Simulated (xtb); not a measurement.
I$_{2}$Sb, doublet, at a GFN2-xTB geometry (the spin is typed, not shown lowest), atoms displaced at random by about 0.02 Å a coordinate; GFN2-xTB run with xtb 6.7.1.

Here is a job for xtb.
```
$ xtb mol.xyz --gfn 2 --uhf 1 --opt loose --json

# file mol.xyz
3

Sb     1.05936753     0.52052545     0.28484373
I     -0.88366730     1.26651599    -1.52704539
I     -0.13183228    -1.78529585     1.23425508
```

It wrote (shortened):

```
   ID    Z sym.   atoms
    1   51 Sb     1
    2   53 I      2, 3

           -------------------------------------------------
          |                Calculation Setup                |
           -------------------------------------------------

           -------------------------------------------------
          |                 G F N 2 - x T B                 |
           -------------------------------------------------

          ...................................................
          :                      SETUP                      :
          :.................................................:
          :  # basis functions                  30          :
          :  # atomic orbitals                  27          :
          :  # shells                            9          :
          :  # electrons                        19          :
          :  max. iterations                   250          :
          :  Hamiltonian                  GFN2-xTB          :
          :  restarted?                      false          :
          :  GBSA solvation                  false          :
          :  PC potential                    false          :
          :  electronic temp.          300.0000000     K    :
          :  accuracy                    1.0000000          :
          :  -> integral cutoff          0.2500000E+02      :
          :  -> integral neglect         0.1000000E-07      :
          :  -> SCF convergence          0.1000000E-05 Eh   :
          :  -> wf. convergence          0.1000000E-03 e    :
          :  Broyden damping             0.4000000          :
          :  net charge                          0          :
          :  unpaired electrons                  1          :
          ...................................................

 iter      E             dE          RMSdq      gap      omega  full diag
   1     -9.9307981 -0.993080E+01  0.148E+01    2.21       0.0  T
   2     -9.9215522  0.924589E-02  0.650E+00    1.97       1.0  T
   3     -9.9163011  0.525108E-02  0.964E+00    2.23       1.0  T
   4     -9.9505705 -0.342694E-01  0.190E+00    2.10       1.0  T
   5     -9.9468443  0.372624E-02  0.240E+00    2.15       1.0  T
   6     -9.9512076 -0.436327E-02  0.168E-01    2.09       1.0  T
   7     -9.9511819  0.257010E-04  0.176E-01    2.09       1.0  T
   8     -9.9512092 -0.273040E-04  0.131E-02    2.09       4.4  T
   9     -9.9512091  0.988766E-07  0.118E-02    2.09       4.9  T
  10     -9.9512091 -0.664329E-07  0.638E-03    2.09       9.0  T
  11     -9.9512092 -0.381666E-07  0.135E-03    2.09      42.9  T
  12     -9.9512092 -0.136489E-08  0.385E-04    2.09     150.1  T
  13     -9.9512092  0.298055E-10  0.329E-04    2.09     175.4  T

   *** convergence criteria satisfied after 13 iterations ***

         :::::::::::::::::::::::::::::::::::::::::::::::::::::
         ::                     SUMMARY                     ::
         :::::::::::::::::::::::::::::::::::::::::::::::::::::
         :: total energy              -9.945757238780 Eh    ::
         :: gradient norm              0.003998003444 Eh/a0 ::
         :: HOMO-LUMO gap              2.087664866072 eV    ::
         ::.................................................::
         :: SCC energy                -9.951209054476 Eh    ::
         :: -> isotropic ES            0.016005785265 Eh    ::
         :: -> anisotropic ES          0.004511030626 Eh    ::
         :: -> anisotropic XC         -0.013467469937 Eh    ::
         :: -> dispersion             -0.003624107343 Eh    ::
         :: repulsion energy           0.005451815695 Eh    ::
         :: add. restraining           0.000000000000 Eh    ::
         :: total charge              -0.000000000000 e     ::
         :::::::::::::::::::::::::::::::::::::::::::::::::::::

      -----------------------------------------------------------
     |                   =====================                   |
     |                        A N C O P T                        |
     |                   =====================                   |
     |               Approximate Normal Coordinate               |
     |                Rational Function Optimizer                |
      -----------------------------------------------------------
      -----------------------------------------------------------
     |                   =====================                   |
     |                        A N C O P T                        |
     |                   =====================                   |
     |               Approximate Normal Coordinate               |
     |                Rational Function Optimizer                |
      -----------------------------------------------------------

          ...................................................
          :                      SETUP                      :
          :.................................................:
          :   optimization level             loose          :
          :   max. optcycles                   200          :
          :   ANC micro-cycles                  20          :
          :   degrees of freedom                 3          :
          :.................................................:
          :   RF solver                   davidson          :
          :   write xtbopt.log                true          :
          :   linear?                        false          :
          :   energy convergence         0.5000000E-04 Eh   :
          :   grad. convergence          0.4000000E-02 Eh/α :
          :   maxmium RF displ.          1.0000000          :
          :   Hlow (freq-cutoff)         0.1000000E-01      :
          :   Hmax (freq-cutoff)         5.0000000          :
          :   S6 in model hess.         20.0000000          :
          ...................................................

generating ANC from exact Hessian ...
Using Lindh-Hessian (1995)
 Shifting diagonal of input Hessian by    7.9435460574019262E-003
[...]
 * total energy  :    -9.9457572 Eh     change       -0.6739675E-10 Eh
   *** GEOMETRY OPTIMIZATION CONVERGED AFTER 1 ITERATIONS ***
[...]
          :  electronic temp.          300.0000000     K    :
          :  accuracy                    1.0000000          :
          :  -> integral cutoff          0.2500000E+02      :
          :  -> integral neglect         0.1000000E-07      :
          :  -> SCF convergence          0.1000000E-05 Eh   :
          :  -> wf. convergence          0.1000000E-03 e    :
          :  Broyden damping             0.4000000          :
          :  net charge                          0          :
          :  unpaired electrons                  1          :
          ...................................................

 iter      E             dE          RMSdq      gap      omega  full diag
   1     -9.9512092 -0.995121E+01  0.425E-05    2.09       0.0  T
   2     -9.9512092  0.174083E-12  0.345E-05    2.09    1673.0  T
   3     -9.9512092 -0.447642E-12  0.285E-05    2.09    2027.4  T

   *** convergence criteria satisfied after 3 iterations ***

         :::::::::::::::::::::::::::::::::::::::::::::::::::::
         ::                     SUMMARY                     ::
         :::::::::::::::::::::::::::::::::::::::::::::::::::::
         :: total energy              -9.945757238848 Eh    ::
         :: gradient norm              0.003998830940 Eh/a0 ::
         :: HOMO-LUMO gap              2.087672486766 eV    ::
         ::.................................................::
         :: SCC energy                -9.951209054544 Eh    ::
         :: -> isotropic ES            0.016004102864 Eh    ::
         :: -> anisotropic ES          0.004510829922 Eh    ::
         :: -> anisotropic XC         -0.013467423124 Eh    ::
         :: -> dispersion             -0.003624107090 Eh    ::
         :: repulsion energy           0.005451815695 Eh    ::
         :: add. restraining           0.000000000000 Eh    ::
         :: total charge               0.000000000000 e     ::
         :::::::::::::::::::::::::::::::::::::::::::::::::::::

           -------------------------------------------------
          |                Property Printout                |
           -------------------------------------------------

    * Orbital Energies and Occupations

         #    Occupation            Energy/Eh            Energy/eV
      -------------------------------------------------------------
         1        2.0000           -0.8414794             -22.8978
         2        2.0000           -0.7485944             -20.3703
         3        2.0000           -0.7330117             -19.9463
         4        2.0000           -0.4639308             -12.6242
         5        2.0000           -0.4484994             -12.2043
         6        2.0000           -0.4338819             -11.8065
         7        2.0000           -0.4270629             -11.6210
         8        2.0000           -0.4258266             -11.5873
         9        2.0000           -0.4221536             -11.4874
        10        1.0000           -0.3474644              -9.4550 (HOMO)
        11                         -0.2707438              -7.3673 (LUMO)
        12                         -0.2651184              -7.2142
        13                         -0.0050312              -0.1369
        14                         -0.0001229              -0.0033
        15                          0.0122423               0.3331
        16                          0.0159704               0.4346
        17                          0.0180421               0.4910
        18                          0.0184015               0.5007
        19                          0.0212888               0.5793
        20                          0.0223337               0.6077
        21                          0.0343988               0.9360
       ...                                ...                  ...
        27                          0.8382193              22.8091
      -------------------------------------------------------------
                  HL-Gap            0.0767206 Eh            2.0877 eV
             Fermi-level           -0.3469566 Eh           -9.4412 eV

     #   Z          covCN         q      C6AA      α(0)
     1  51 Sb       1.755     0.351   395.159    38.939
     2  53 I        0.900    -0.175   384.846    33.865
     3  53 I        0.900    -0.176   384.983    33.871

 Mol. C6AA /au·bohr⁶  :       3485.141860
 Mol. C8AA /au·bohr⁸  :     337739.967001
 Mol. α(0) /au        :        106.675539

Wiberg/Mayer (AO) data.
largest (>0.10) Wiberg bond orders for each atom

 ---------------------------------------------------------------------------
     #   Z sym  total        # sym  WBO       # sym  WBO       # sym  WBO
 ---------------------------------------------------------------------------
     1  51 Sb   2.384 --     2 I    1.194     3 I    1.191
     2  53 I    1.215 --     1 Sb   1.194
     3  53 I    1.212 --     1 Sb   1.191
 ---------------------------------------------------------------------------

Topologies differ in total number of bonds
Writing topology from bond orders to xtbtopo.mol

molecular dipole:
                 x           y           z       tot (Debye)
 q only:        1.039       0.523       0.281
   full:        2.667       1.327       0.734       7.797
molecular quadrupole (traceless):
                xx          xy          yy          xz          yz          zz
 q only:        3.400       1.862      -1.967      -0.541       4.171      -1.433
  q+dip:        9.431       4.281      -6.072      -3.371      14.387      -3.358
   full:        9.112       4.130      -5.871      -3.273      13.918      -3.241

optimized geometry written to: xtbopt.xyz

           -------------------------------------------------
          | TOTAL ENERGY               -9.945757238848 Eh   |
          | GRADIENT NORM               0.003998830940 Eh/α |
          | HOMO-LUMO GAP               2.087672486766 eV   |
           -------------------------------------------------

normal termination of xtb
```
